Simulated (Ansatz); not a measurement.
```xyz
6

O    -1.109   -0.924   -0.178
Zr    0.276    0.351   -0.026
F     1.049    0.638   -1.732
F    -0.450    1.988    0.594
Br    2.028   -0.468    1.578
H    -1.793   -1.585   -0.236
```

Charge 0, multiplicity 1. Zr takes the def2 core potential.

(1) List the B3LYP/def2-TZVPP orbital energies in eV (Ansatz). (Estimate.)

## Answers

(1) The calculation gave: Occupied: -13139.07, -1700.72, -1532.39, -1532.38, -1532.38, -671.47, -671.47, -521.42, -236.50, -177.28, -177.22, -177.22, -71.58, -71.56, -71.56, -71.51, -71.51, -59.61, -36.89, -36.66, -36.18, -31.06, -30.62, -27.17, -20.78, -14.82, -12.65, -12.60, -12.14, -12.10, -11.87, -11.54, -10.39, -10.18, -9.53, -8.57, -8.53. Lowest empty: -1.54, -1.52, -0.92, -0.83, -0.57, -0.10, 0.25, 0.72.

B3LYP here is the variant with VWN-RPA as its local correlation; programs differ in this.
